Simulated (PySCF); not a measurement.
# He⁺: excitation energy

He⁺ 1s1 (2S) → He⁺ 2p1 (2P), as a difference of total energies. Calculation: PySCF 2.14, in aug-cc-pVQZ with one added diffuse shell each of s, p, d, f type (6s5p4d3f, 62 functions); the non-relativistic Hamiltonian (point nucleus). The calculations carry no spin-orbit coupling.

Q: Order these methods by the excitation energy they give, lowest first.
A. B3LYP
B. LDA
C. UHF
D. TPSSh

A: B (314990 cm⁻¹), A (323550 cm⁻¹), D (324600 cm⁻¹), C (329300 cm⁻¹).

For comparison: 329180 cm⁻¹ (measured; NIST levels, between the centres of gravity of the two terms).
